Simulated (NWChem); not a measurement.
Molecule: CH6O2Si2; SMILES [SiH3][SiH]1OCO1

```xyz
11

Si     0.2274     2.0748     0.0000
Si    -0.6185    -0.1221     0.0000
O      0.0808    -1.1911    -1.1144
C      0.5842    -1.9510     0.0000
O      0.0808    -1.1911     1.1144
H     -0.2521     2.8007     1.2093
H      1.7145     2.0592     0.0000
H     -0.2521     2.8007    -1.2093
H     -2.1120    -0.1324     0.0000
H      1.6807    -1.9706     0.0000
H      0.1734    -2.9676     0.0000
```
Atoms are numbered in this order, from 1.

Program: NWChem. Coordinates come from a B3LYP/6-31G* (spherical d) optimisation. Level: PBE0/def2-SVP with SMD (1 M gas to 1 M solution), gas-phase geometry. Reactions with the solvent are ignored.

For solvent 1-octanol:

| Item | Result |
|---|---|
| cavity-dispersion-structure term (kcal/mol) | 1.5 |

Question: Estimate the same quantities for solvent chloroform.

Answer: 
| Item | Value |
|---|---|
| cavity-dispersion-structure term (kcal/mol) | 0.0 |
